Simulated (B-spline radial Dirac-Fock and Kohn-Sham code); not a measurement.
## Radiative decay of the 2p3/2 hole in Yb²⁺

System: ytterbium as Yb²⁺, [Xe] 4f14.

The run's input, task.json:

```json
{"items": [{
  "Z": 70,
  "q": 2,
  "cfg": [[1, 0, 2], [2, 0, 2], [2, 1, 6], [3, 0, 2], [3, 1, 6], [3, 2, 10], [4, 0, 2], [4, 1, 6], [4, 2, 10], [4, 3, 14], [5, 0, 2], [5, 1, 6]],
  "A": 174,
  "rrms": 5.3108,
  "do": ["binding", "quiet", "decay"],
  "holes": ["K", "L1", "L2", "L3", "M1", "M2", "M3", "M4", "M5", "N1", "N2", "N3", "N4", "N5", "N6", "N7"]
}]}
```

Run with: `python xray_run.py task.json out`

Calculated with a radial atomic solver, using a relativistic independent-particle model: LDA orbitals of the hole state, radiative multipoles to third order, Auger rates from the Coulomb interaction with a continuum orbital, Dirac-Fock energies.

```csv
line,multipole,energy (eV),width (meV),share (%)
L3-M1,E1,6540.3,33.3,3.49
L3-M2,E2,6766.1,0.322,0.0337
L3-M3,E2,6988.9,0.293,0.0307
L3-M4,E1,7368.1,79.2,8.31
L3-M5,E1,7415.8,700,73.4
L3-N1,E1,8450.6,7.92,0.830
L3-N4,E1,8743.7,13.2,1.38
L3-N5,E1,8752.8,118,12.4
L3-O1,E1,8880.1,1.29,0.136
L3-N7,E2,8938.3,0.251,0.0263
```

The listed lines hold 100.0 % of the radiative rate. The radiative width is 0.954 eV in the length form and 0.967 eV in the velocity form; the two differ because the transition energies are not eigenvalue differences of the potential that gave the orbitals.
